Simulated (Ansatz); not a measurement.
Species: C$_{10}$H$_{6}$, SMILES `C#Cc1ccc(C#C)cc1` with one electron removed (charge 1, multiplicity 2).

Q: Give a relaxed geometry from B3LYP-D3(BJ)/def2-SVP (Ansatz, a first-principles code).

A: the end point of this relaxation (outside a Z-matrix the atoms follow the SMILES, hydrogens last).
Bonded distances (Å): C1–C2 1.224, C1–H11 1.079, C2–C3 1.400, C3–C4 1.433, C3–C10 1.433, C4–C5 1.373, C4–H12 1.091, C5–C6 1.433, C5–H13 1.091, C6–C7 1.400, C6–C9 1.433, C7–C8 1.224, C8–H14 1.079, C9–C10 1.373, C9–H15 1.091, C10–H16 1.091. Angles (°): C2–C1–H11 180.0, C1–C2–C3 180.0, C2–C3–C4 120.1, C2–C3–C10 120.1, C4–C3–C10 119.9, C3–C4–C5 120.1, C3–C4–H12 119.1, C5–C4–H12 120.9, C4–C5–C6 120.1, C4–C5–H13 120.9, C6–C5–H13 119.1, C5–C6–C7 120.1, C5–C6–C9 119.9, C7–C6–C9 120.1, C6–C7–C8 180.0, C7–C8–H14 180.0, C6–C9–C10 120.1, C6–C9–H15 119.1, C10–C9–H15 120.9, C3–C10–C9 120.1, C3–C10–H16 119.1, C9–C10–H16 120.9.
